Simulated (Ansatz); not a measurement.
The pair A = H2S (SMILES S) (first 3 atoms), B = Si2H6 (SMILES [SiH3][SiH3]); geometry from B3LYP-D3(BJ)/def2-TZVP.
(charge 0, multiplicity 1):
```xyz
11

S      0.11707    -0.62045     0.19740
H      0.56597     0.62354    -0.03293
H     -1.16582    -0.24741     0.06577
Si     1.25085    -0.13111     3.68506
Si    -0.98875     0.56821     3.52859
H      2.09813     0.58716     2.70333
H      1.36843    -1.58798     3.44478
H      1.78009     0.16022     5.04220
H     -1.47701     1.03654     4.85104
H     -1.86762    -0.53864     3.08228
H     -1.12510     1.69243     2.57034
```

Frozen-core correlation. MP2 and its Hartree–Fock in aug-cc-pV(T+d)Z are density fitted.

Programs: Ansatz (Gaussian basis) for Hartree–Fock, density functionals and correlated methods. Values without a source in brackets are computed.

The counterpoise-corrected interaction energy is E(AB) − E(A in the pair's basis) − E(B in the pair's basis). Total energies (hartree):

```json
[
 {"level": "HF/aug-cc-pV(D+d)Z", "AB": "-980.0527426", "A in the pair's basis": "-398.7025643", "B in the pair's basis": "-581.3515460"},
 {"level": "MP2/aug-cc-pV(D+d)Z", "AB": "-980.4390701", "A in the pair's basis": "-398.8601185", "B in the pair's basis": "-581.5755223"},
 {"level": "HF/aug-cc-pV(T+d)Z", "AB": "-980.0895425", "A in the pair's basis": "-398.7158983", "B in the pair's basis": "-581.3751265"},
 {"level": "MP2/aug-cc-pV(T+d)Z", "AB": "-980.5599017", "A in the pair's basis": "-398.9114070", "B in the pair's basis": "-581.6443253"},
 {"level": "CCSD(T)/aug-cc-pV(D+d)Z", "AB": "-980.5283114", "A in the pair's basis": "-398.8892596", "B in the pair's basis": "-581.6361071"}
]
```

### Question
Work out the counterpoise-corrected interaction energy at the basis-set limit: extrapolate the MP2 correlation part as X⁻³, take Hartree–Fock from the larger set, and add the CCSD(T) − MP2 difference of aug-cc-pV(D+d)Z.

### Answer

1. Differences (1 hartree = 627.509 kcal/mol): HF/aug-cc-pV(D+d)Z 0.858; MP2/aug-cc-pV(D+d)Z -2.152; HF/aug-cc-pV(T+d)Z 0.930; MP2/aug-cc-pV(T+d)Z -2.616; CCSD(T)/aug-cc-pV(D+d)Z -1.848.
2. Correlation parts, MP2 less HF: -3.010 in aug-cc-pV(D+d)Z (X = 2), -3.546 in aug-cc-pV(T+d)Z (X = 3).
3. Limit (3³·(-3.546) − 2³·(-3.010))/(3³ − 2³) = -3.772; with HF/aug-cc-pV(T+d)Z it gives -2.842.
4. CCSD(T) less MP2 in aug-cc-pV(D+d)Z: 0.304.
Result: -2.54 kcal/mol, against -2.15 at MP2/aug-cc-pV(D+d)Z. It is an estimate of this method's limit, not of the exact value.

Ansatz is a quantum-chemistry and plane-wave program.
